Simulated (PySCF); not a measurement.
## Exercise with solution: chemical shift, span and skew from a shielding tensor

C5H4F2, SMILES FC(C#CC=C)F. Atoms are numbered in the order given.

```xyz
11

C      3.4043     0.4139     0.0000
C      2.4251    -0.5016     0.0000
C      1.0381    -0.1879     0.0000
C     -0.1538     0.0417     0.0000
C     -1.5774     0.3784     0.0000
F     -2.1889    -0.1313     1.0911
F     -2.1889    -0.1313    -1.0911
H      4.4528     0.1079     0.0000
H      3.1854     1.4847     0.0000
H      2.6757    -1.5689     0.0000
H     -1.7312     1.4724     0.0000
```
Charge 0, spin multiplicity 1.

The structure is a stationary point at PBE0-D3(BJ)/def2-SVP. This is a generated structure with no PubChem entry under its InChIKey; it may be hypothetical.

GIAO shieldings from PySCF with PBE/pcSseg-1, non-relativistic, no solvent. The symmetric part of the tensor of F6 has the principal values 160.5, 315.1, 369.2 ppm. The same nucleus in CFCl3 has σ = 133.6 ppm at this level (PySCF, at its B3LYP-D3(BJ)/def2-TZVP geometry).

Work out the isotropic shielding, the ¹⁹F shift against CFCl3, the span and the skew.


σ(iso) = (σ11 + σ22 + σ33)/3 = 281.6 ppm. δ = σ(ref) − σ(iso) = 133.6 − (281.6) = -148.0 ppm.
Span Ω = σ33 − σ11 = 208.7 ppm. Skew κ = 3(σ(iso) − σ22)/Ω = -0.48. Tumbling in solution averages the tensor to δ; in a static solid the shielding alone would spread this spin-1/2 line over Ω.
